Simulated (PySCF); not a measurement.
Compound: (trifluorovinyl)benzene, C8H5F3.
Bonds: F1–C2, C2–F3, C2–C4 (double), C4–F5, C4–C6, C6–C7 (aromatic), C7–C8 (aromatic), C8–C9 (aromatic), C9–C10 (aromatic), C10–C11 (aromatic), C6–C11 (aromatic). Hydrogens: H12 on C7; H13 on C8; H14 on C9; H15 on C10; H16 on C11.

Method: PySCF 2.14.0, PBE0-D3(BJ)/def2-SVP geometry optimisation, gas phase; density fitting, grid level 2; the optimiser is geomeTRIC in internal coordinates, started from a GFN2-xTB structure.

The end geometry, which sets the zero of energy:
```
atom  x, y, z in Å
F1      4.0794   -0.0338   -0.3564
C2      2.8115    0.2478   -0.4975
F3      2.6180    1.2053   -1.3715
C4      1.8354   -0.3744    0.1790
F5      2.2419   -1.3382    1.0158
C6      0.3911   -0.1574    0.1154
C7     -0.4395   -1.0373    0.8276
C8     -1.8216   -0.8798    0.8047
C9     -2.4019    0.1559    0.0758
C10    -1.5834    1.0364   -0.6311
C11    -0.2011    0.8872   -0.6151
H12     0.0102   -1.8484    1.4010
H13    -2.4508   -1.5760    1.3641
H14    -3.4872    0.2789    0.0593
H15    -2.0260    1.8554   -1.2028
H16     0.4181    1.5905   -1.1708
```

Question: These geometries come from the run, each turned onto the end geometry. Order them by energy, lowest first.
A.
```
atom  x, y, z in Å
F1      4.0833    0.0034   -0.2966
C2      2.8178    0.2499   -0.4917
F3      2.6207    1.1368   -1.4356
C4      1.8337   -0.3772    0.1720
F5      2.2358   -1.3007    1.0527
C6      0.3891   -0.1637    0.0969
C7     -0.4385   -1.0462    0.8085
C8     -1.8194   -0.8856    0.7964
C9     -2.4003    0.1620    0.0874
C10    -1.5851    1.0442   -0.6192
C11    -0.2050    0.8847   -0.6248
H12     0.0118   -1.8668    1.3683
H13    -2.4471   -1.5871    1.3517
H14    -3.4851    0.2929    0.0854
H15    -2.0292    1.8747   -1.1737
H16     0.4117    1.5910   -1.1800
```
B.
```
atom  x, y, z in Å
F1      4.0873   -0.0212   -0.3470
C2      2.8005    0.2801   -0.4621
F3      2.6487    1.3335   -1.2542
C4      1.8174   -0.3948    0.1408
F5      2.2274   -1.4375    0.8989
C6      0.3763   -0.1738    0.1020
C7     -0.4475   -1.0254    0.8423
C8     -1.8184   -0.8569    0.8306
C9     -2.3892    0.1611    0.0853
C10    -1.5780    1.0131   -0.6473
C11    -0.2054    0.8525   -0.6452
H12    -0.0073   -1.8197    1.4251
H13    -2.4427   -1.5239    1.4056
H14    -3.4610    0.2905    0.0750
H15    -2.0185    1.8106   -1.2266
H16     0.4045    1.5239   -1.2256
```
C.
```
atom  x, y, z in Å
F1      4.0811   -0.0075   -0.3575
C2      2.8085    0.2483   -0.4991
F3      2.6200    1.2040   -1.3759
C4      1.8356   -0.3819    0.1748
F5      2.2478   -1.3257    1.0312
C6      0.3906   -0.1685    0.1115
C7     -0.4445   -1.0456    0.8224
C8     -1.8260   -0.8804    0.8056
C9     -2.4014    0.1601    0.0794
C10    -1.5804    1.0364   -0.6302
C11    -0.1988    0.8795   -0.6163
H12     0.0015   -1.8608    1.3928
H13    -2.4575   -1.5738    1.3659
H14    -3.4859    0.2905    0.0671
H15    -2.0198    1.8582   -1.2004
H16     0.4233    1.5794   -1.1735
```

Answer: C (0.003 eV), A (0.008 eV), B (0.052 eV).

In the order of the answer:

| step | E above end (eV) | largest force (eV/Å) | rms force component (eV/Å) | rms distance from end (Å) | rms bond change (Å) | bond most changed (Å) |
| --- | --- | --- | --- | --- | --- | --- |
| 2 | 0.003 | 0.18 | 0.045 | 0.012 | 0.000 | F1–C2 -0.001 |
| 1 | 0.008 | 0.35 | 0.069 | 0.037 | 0.001 | F1–C2 -0.002 |
| 0 | 0.052 | 1.43 | 0.342 | 0.072 | 0.011 | F1–C2 +0.020 |

What follows is the cost of the whole optimisation. On one thread of an Arm Neoverse V1 (shared host), this took 1.8 min wall and 0.82 GiB of memory at its peak.
